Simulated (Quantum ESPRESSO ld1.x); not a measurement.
Species: Hf XLV. Configuration: [Ar] 3d10.

Method: Dirac Kohn-Sham, PBEsol, spin-unpolarised, spherical densities, point nucleus; computed with ld1.x of Quantum ESPRESSO 7.5.

Energy parts (eV):
| part | energy |
|---|---|
| total | -374871 |
| kinetic | 422581 |
| electron-nucleus | -863553 |
| Hartree | 72223 |
| exchange-correlation | -6123 |

Orbitals (lengths in bohr, moments of r in powers of bohr; <r^-3> diverges for s and p1/2):
\begin{tabular}{lrrrrrr}
orbital & occ. & eigenvalue (eV) & <r^2> & <r^4> & <r^-3> & small-component weight \\ \hline
1s1/2 & 2 & -67374.8 & 0.0004950 & 6.620e-07 & - & 7.34e-02 \\
2s1/2 & 2 & -13286.4 & 0.007548 & 0.00009914 & - & 1.66e-02 \\
2p1/2 & 2 & -12797.6 & 0.005404 & 0.00005991 & - & 1.67e-02 \\
2p3/2 & 4 & -11599.8 & 0.006597 & 0.00008514 & 14920 & 1.51e-02 \\
3s1/2 & 2 & -4570.90 & 0.04765 & 0.003386 & - & 5.65e-03 \\
3p1/2 & 2 & -4358.66 & 0.04358 & 0.002962 & - & 5.59e-03 \\
3p3/2 & 4 & -4089.69 & 0.04950 & 0.003772 & 3511 & 5.18e-03 \\
3d3/2 & 4 & -3739.46 & 0.03800 & 0.002485 & 607.8 & 5.04e-03 \\
3d5/2 & 6 & -3679.71 & 0.03959 & 0.002673 & 522.5 & 4.92e-03 \\
4s1/2 & 0 & -2254.19 & 0.1832 & 0.04637 & - & 2.56e-03 \\
4p1/2 & 0 & -2164.22 & 0.1805 & 0.04572 & - & 2.51e-03 \\
4p3/2 & 0 & -2072.31 & 0.1972 & 0.05431 & 1229 & 2.39e-03 \\
\end{tabular}

The highest occupied level is 3d5/2 at -3679.7 eV. For comparison, the ionisation energy in NIST's Atomic Spectra Database is 3741 eV (theoretical). In exact Kohn-Sham theory the highest level is minus the ionisation energy, but local and semilocal functionals leave it too shallow, through self-interaction and a potential that decays too fast; potentials with the right tail come closer.
